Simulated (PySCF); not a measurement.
A GIAO shielding run with PySCF 2.14.0 with density-fitted response routines (density fitting, non-relativistic, gas phase) on `[SiH3]O[Si@@H](Cl)CCl`, CH$_{6}$Cl$_{2}$OSi$_{2}$:

```
$ OMP_NUM_THREADS=1 python probes_run.py task.json out

{"job": {"kind": "nmr", "xc": "PBE0", "basis": "IGLO-III", "pop": true}, "charge": 0, "multiplicity": 1}
Si     1.799060     0.916911    -0.189885
O      1.031868    -0.549250     0.015288
Si    -0.373637    -1.290280     0.406423
Cl    -0.115101    -2.386489     2.136497
C     -1.692737    -0.006240     0.783471
Cl    -1.821919     1.095239    -0.625708
H      3.252133     0.702213     0.054151
H      1.586960     1.408537    -1.579302
H      1.269707     1.910000     0.791099
H     -0.783993    -2.211427    -0.677805
H     -2.677534    -0.463627     0.958085
H     -1.429794     0.594673     1.666372
```

Hardware: 1 thread of an Arm Neoverse V1, shared host. The job also computes population analyses, field gradients.

Task: How large is the calculation?

Result: 82 electrons, 306 basis functions and 893 auxiliary functions.

Task: How long does it take, and how much memory does it need?

Result: 54 s of wall time, with 14 SCF cycles and 5 response iterations; peak memory 1.2 GiB. Times on a shared host scatter by some tens of per cent.

Task: And these other runs on the same molecule and hardware: GIAO shielding at B3LYP/pcSseg-1; GIAO shielding at B97-D/pcSseg-1; GIAO shielding at BLYP/pcSseg-1; GIAO shielding at BP86/pcSseg-1; GIAO shielding at HF/pcSseg-1; GIAO shielding at KT2/pcSseg-1?

Result: B3LYP/pcSseg-1: 160 functions, 21 s; B97-D/pcSseg-1: 160 functions, 26 s; BLYP/pcSseg-1: 160 functions, 25 s; BP86/pcSseg-1: 160 functions, 28 s; HF/pcSseg-1: 160 functions, 14 s; KT2/pcSseg-1: 160 functions, 29 s.
